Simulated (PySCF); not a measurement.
# Electronic absorption of C2H6Ge

C₂H₆Ge.
SMILES: `C=[CH][GeH3]`

Method used: PySCF 2.14.0, density-fitted response routines, TDDFT CAM-B3LYP/def2-SVPD, vertical, gas phase, core orbitals frozen in the response. Geometry: PBE0-D3(BJ)/def2-SVP; no solvent, vibrations or thermal averaging. The CAM-B3LYP/def2-SVPD calculation is non-relativistic and has no spin–orbit coupling, an omission that weighs most on germanium.

| state | E (eV) | ν̃ (cm⁻¹) | f | symmetry | main configurations (H = HOMO, L = LUMO) |
| --- | --- | --- | --- | --- | --- |
| S1 | 6.80 | 54860 | 0.0016 | – | H-1→L (97%) |
| S2 | 7.30 | 58840 | 0.441 | A′ | H→L (96%) |
| S3 | 7.39 | 59590 | 0.0045 | A″ | H→L+1 (71%), H→L+2 (25%) |
| S4 | 8.00 | 64530 | 0.038 | A″ | H→L+2 (66%), H→L+1 (25%) |
| S5 | 8.20 | 66100 | 0.0070 | A″ | H→L+3 (89%) |
| S6 | 8.35 | 67370 | 0.0036 | A′ | H-1→L+1 (84%), H-1→L+2 (13%) |
| S7 | 8.42 | 67930 | 0.0002 | – | H-2→L (86%) |
| S8 | 8.54 | 68880 | 0.0001 | – | H→L+6 (64%), H→L+5 (25%) |
| S9 | 8.64 | 69670 | 0.0026 | A′ | H→L+4 (86%), H-1→L+2 (10%) |
| S10 | 8.68 | 69970 | 0.037 | A″ | H→L+5 (65%), H→L+6 (21%) |

Triplets, Tamm–Dancoff:

| state | E (eV) | λ (nm) | main configurations (H = HOMO, L = LUMO) |
| --- | --- | --- | --- |
| T1 | 4.27 | 290.2 | H→L (90%) |
| T2 | 6.25 | 198.3 | H-1→L (97%) |
| T3 | 7.20 | 172.1 | H→L+1 (69%), H→L+2 (22%) |
| T4 | 7.70 | 161.0 | H→L+2 (61%), H→L+1 (12%) |

The lowest singlet comes at 182 nm (656 kJ/mol) in the vacuum ultraviolet; it is very weak; its leading configuration is HOMO-1→LUMO (97%). The strongest level in the table is S2 at 7.30 eV (170 nm, f = 0.441). Löwdin shares by element: HOMO carbon 72%, germanium 9%, hydrogen 4% or more; LUMO carbon 69%, germanium 9%, hydrogen 6% or more (atoms not listed hold the other 16%). Of the 10 states listed, 3 reach f = 0.01 and 2 stay under 0.0005. The listed states span 1.87 eV, and the widest gap between neighbours is 0.61 eV (S3 to S4). Orbital energies (eV): HOMO-3 -11.15, HOMO-2 -10.84, HOMO-1 -10.18, HOMO -9.24, LUMO 0.79, LUMO+1 1.06, LUMO+2 1.64. All these states lie below the vertical ionisation energy of 10.16 eV (ΔSCF). Symmetry labels in Cs follow from the direction of the transition dipole and are given only for states with f of 0.002 or more. Singlets were solved by full linear response, triplets in the Tamm–Dancoff approximation.
